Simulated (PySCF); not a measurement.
Compound: C5H12ClSi (doublet state).
Cartesian coordinates in Å at the GFN2-xTB level; atoms count from 1:
```
atom  x, y, z in Å
C1     2.380    1.482    0.418
Si2    0.532    1.132    0.706
C3    -0.047   -0.306   -0.428
C4     0.888   -1.505   -0.263
C5    -1.483   -0.749   -0.151
C6    -2.525    0.316   -0.440
Cl7   -2.569    1.551    0.844
H8     2.677    2.410    0.896
H9     2.616    1.566   -0.639
H10    2.997    0.689    0.834
H11    0.279    0.796    2.112
H12    0.004    0.010   -1.477
H13    0.879   -1.862    0.765
H14    0.582   -2.328   -0.909
H15    1.909   -1.236   -0.522
H16   -1.576   -1.075    0.887
H17   -1.718   -1.611   -0.786
H18   -2.308    0.840   -1.371
H19   -3.526   -0.112   -0.484
```

The hyperfine couplings belong to this conformer and change with its torsions.

Identity: `C[SiH][C@@H](C)CCCl` [radical].

Method used: UKS B3LYP, pcH-1 on C Cl H Si, non-relativistic, mean-field spin-orbit, GIAO (PySCF). One conformer (not necessarily the lowest) at the GFN2-xTB geometry, without solvent, vibrations or thermal averaging. The geometry wasn't refined by DFT: couplings that depend on bond lengths, twists or pyramidal angles can differ widely from those at the functional's own minimum, by a factor of two or more for some ions and for spin on atoms past the first row. Stability of the SCF solution: not tested.

Question: What is the g tensor, term by term?

Answer: 
```json
{"Δg (ppm)": "relativistic mass correction", "1": "-153", "2": "-153", "3": "-153"}
{"Δg (ppm)": "gauge correction", "1": "14", "2": "56", "3": "58"}
{"Δg (ppm)": "orbital Zeeman/spin–orbit", "1": "-414", "2": "824", "3": "1616"}
{"Δg (ppm)": "total", "1": "-552", "2": "728", "3": "1520"}
```

So g = 2.00177, 2.00305, 2.00384 and g_iso = 2.00288; the tensor is rhombic: the two nearest values differ by 38 % of g3 − g1. 

Question: Average each term over the three axes. Which is largest in size?

Answer: The orbital-Zeeman/spin–orbit term 675, the mass correction -153 and the gauge correction 43 ppm, for a total of 565 ppm. The orbital-Zeeman/spin–orbit term is the largest in size. The mass correction is the same along every axis, so the anisotropy comes from the other two: their spans along these axes are 43 (gauge) and 2030 ppm (orbital Zeeman/spin–orbit).

Question: What effective moment and Curie constant follow for a powder?

Answer: With the mean of g² = 4.0115 and S(S+1) = 0.75: μ_eff = √(⟨g²⟩S(S+1)) = 1.735 μB and χT = 0.12505·⟨g²⟩·S(S+1) = 0.376 cm³ K/mol (cgs; spin-Hamiltonian part alone).

Question: In a frozen sample, at which fields do the three g values resonate at 9.5, 34, 94 and 263 GHz (hyperfine left aside), and which band first spreads them over more than twice a line width of 0.3 mT?

Answer: 
| band | GHz | B(g3) mT | B(g2) mT | B(g1) mT | spread mT |
| --- | --- | --- | --- | --- | --- |
| X | 9.5 | 338.73 | 338.86 | 339.08 | 0.35 |
| Q | 34.0 | 1212.28 | 1212.76 | 1213.54 | 1.26 |
| W | 94.0 | 3351.61 | 3352.94 | 3355.08 | 3.47 |
| J | 263.0 | 9377.37 | 9381.09 | 9387.08 | 9.71 |

The spread grows in proportion to the frequency. Q band is the first where it exceeds 0.6 mT.

The largest Mulliken spin population is on Si2 (+0.94). The angles at Si2 add up to 330.8°, so it is pyramidal.

The HOMO–LUMO gaps are 5.40 eV among the α and 5.93 eV among the β orbitals.

On Arm Neoverse N1, one thread (shared host), this took 3.1 min of wall time (with the writing of density and orbital grids) and 0.99 GiB of memory at its peak.
